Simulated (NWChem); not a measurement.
Molecule: ZnHSF; SMILES [Zn]([F])[SH]

```xyz
4

Zn    -0.0143     0.3775     0.0000
F     -0.0051     2.1197     0.0000
S     -0.0514    -1.7833     0.0000
H      1.2989    -1.8679     0.0000
```
Atoms are numbered in this order, from 1.

Computed with NWChem. Geometry: optimised at PBE0/def2-SVP. Ions are spin-unrestricted doublets at the neutral geometry; other ion states weren't tried.

For level CAM-B3LYP/def2-SVP:

vertical ionisation energy, ΔSCF (eV): 10.09
−ε(HOMO) (eV): 8.73

Problem. Estimate the same quantities for level PBE/def2-SVP.

Solution. The vertical ionisation energy, ΔSCF (eV) is 9.83 and the −ε(HOMO) (eV) is 6.13.
